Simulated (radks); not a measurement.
Results of a calculation; reference values are marked as such.
Species: the tantalum ion Ta+. Configuration: [Xe] 4f14 5d3 6s1 (the NIST ground configuration).

Code: a radial shooting solver on a logarithmic mesh with Libxc functionals. Model: scalar-relativistic Kohn-Sham, LDA (Slater exchange, Perdew-Wang correlation), spin-polarised, spherical densities, point nucleus; open shells are filled with parallel spins first (spin-orbit coupling, left out, can overturn this in heavy ions).

Energy parts (hartree):
part                       energy
total                 -15595.1008
kinetic                17133.3440
electron-nucleus      -38507.9482
Hartree                 6085.2898
exchange-correlation    -305.7864

Orbitals (lengths in bohr, moments of r in powers of bohr; r(max) is where P^2 peaks):
| orbital | occ. | eigenvalue (hartree) | <1/r> | <r> | r(max) |
|---|---|---|---|---|---|
| 1s up | 1 | -2474.031 | 85.40 | 0.01867 | 0.01168 |
| 1s down | 1 | -2474.030 | 85.40 | 0.01867 | 0.01168 |
| 2s up | 1 | -425.3229 | 19.95 | 0.07899 | 0.06690 |
| 2s down | 1 | -425.3188 | 19.95 | 0.07899 | 0.06689 |
| 2p up | 3 | -372.8932 | 18.14 | 0.07059 | 0.05478 |
| 2p down | 3 | -372.8897 | 18.14 | 0.07059 | 0.05478 |
| 3s up | 1 | -97.61453 | 7.382 | 0.2050 | 0.1888 |
| 3s down | 1 | -97.61292 | 7.382 | 0.2050 | 0.1888 |
| 3p up | 3 | -82.02343 | 6.832 | 0.2050 | 0.1866 |
| 3p down | 3 | -82.02171 | 6.832 | 0.2050 | 0.1866 |
| 3d up | 5 | -63.80203 | 6.462 | 0.1857 | 0.1519 |
| 3d down | 5 | -63.79927 | 6.462 | 0.1857 | 0.1519 |
| 4s up | 1 | -20.08508 | 3.136 | 0.4590 | 0.4289 |
| 4s down | 1 | -20.08133 | 3.136 | 0.4590 | 0.4289 |
| 4p up | 3 | -14.96846 | 2.852 | 0.4880 | 0.4497 |
| 4p down | 3 | -14.96459 | 2.852 | 0.4880 | 0.4497 |
| 4d up | 5 | -8.41993 | 2.532 | 0.5234 | 0.4614 |
| 4d down | 5 | -8.41501 | 2.533 | 0.5232 | 0.4614 |
| 5s up | 1 | -2.96863 | 1.211 | 1.102 | 0.9886 |
| 5s down | 1 | -2.92857 | 1.218 | 1.096 | 0.9860 |
| 5p up | 3 | -1.73933 | 1.010 | 1.298 | 1.126 |
| 5p down | 3 | -1.68505 | 1.020 | 1.287 | 1.121 |
| 4f up | 7 | -1.18076 | 1.999 | 0.6417 | 0.4405 |
| 4f down | 7 | -1.16953 | 2.007 | 0.6369 | 0.4403 |
| 6s up | 1 | -0.46225 | 0.4203 | 3.002 | 2.636 |
| 5d up | 3 | -0.42231 | 0.6227 | 2.091 | 1.586 |
| 6s down | 0 | -0.38478 | 0.4033 | 3.133 | 2.680 |
| 5d down | 0 | -0.34276 | 0.6257 | 2.108 | 1.556 |

The highest occupied level is 5d up at -11.492 eV. For comparison, the ionisation energy in NIST's Atomic Spectra Database is 16.2 eV (semi-empirical). In exact Kohn-Sham theory the highest level is minus the ionisation energy, but local and semilocal functionals leave it too shallow, through self-interaction and a potential that decays too fast; potentials with the right tail come closer.
